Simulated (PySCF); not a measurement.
**Computed properties of CH13NSi4, SMILES N[Si@@H](C[SiH3])[SiH2][SiH3]**

CH13NSi4, SMILES N[Si@@H](C[SiH3])[SiH2][SiH3]. Coordinates come from a ωB97X-D3(BJ)/def2-SVP optimisation. The structure was generated by enumeration; whether it is a known compound was not checked. The values are those of a single conformer. All values are computed for the isolated molecule unless a solvent is named; none is compared with measurement here.

**Structure.** All 51 harmonic modes at ωB97X-D3(BJ)/def2-SVP (PySCF) are real, so it is a minimum. With heavy atoms numbered as in [NH2:1][Si@@H:2]([CH2:3][SiH3:4])[SiH2:5][SiH3:6], the shortest bond between them is N1–Si2 at 1.743 Å and the longest Si2–Si5 at 2.342 Å.

**Vibrations.** The strongest infrared lines (harmonic, unscaled, degenerate partners summed) lie at 896 cm⁻¹ (266 km/mol, H 90 %, Si 9 %), 699 cm⁻¹ (218 km/mol, H 82 %, Si 15 %), 953 cm⁻¹ (200 km/mol, H 93 %). The softest mode is at 28 cm⁻¹ and the zero-point energy is 82.0 kcal/mol.

**Electronic structure.** r2SCAN/def2-TZVP (PySCF) places the frontier levels at -5.98 and -0.79 eV, a gap of 5.19 eV, and gives a dipole moment of 1.33 D. PBE/def2-TZVP (PySCF) at the same geometry gives -5.73 and -1.07 eV, so its gap is 0.53 eV narrower. An orbital gap is neither the optical nor the fundamental gap.

**Excitations.** TDA-B3LYP/def2-SVPD (PySCF) has S1 at 5.44 eV (228 nm, f = 0.063, bright); the most intense of the 6 singlets computed lies at 6.63 eV (f = 0.18). T1 (TDA) is at 4.93 eV, 0.51 eV under S1. TDA-PBE/def2-SVPD (PySCF) puts S1 at 4.98 eV. No vertical singlet excitation falls in the visible range (under 3.1 eV).

**NMR.** GIAO shifts at PBE0/pcSseg-1 (PySCF) (non-relativistic, atoms alike by connectivity averaged): ¹³C at -4.6 ppm against TMS; ¹H from 0.3 to 5.2 ppm against TMS; ²⁹Si from -118.2 to -17.7 ppm against TMS.

**Solvation.** SMD-M06-2X/def2-SVP (PySCF) gives 2.6 kcal/mol in water, -2.3 kcal/mol in N,N-dimethylformamide, -3.1 kcal/mol in chloroform (1 M in both phases, gas-phase geometry); of these solvents chloroform holds the molecule best.
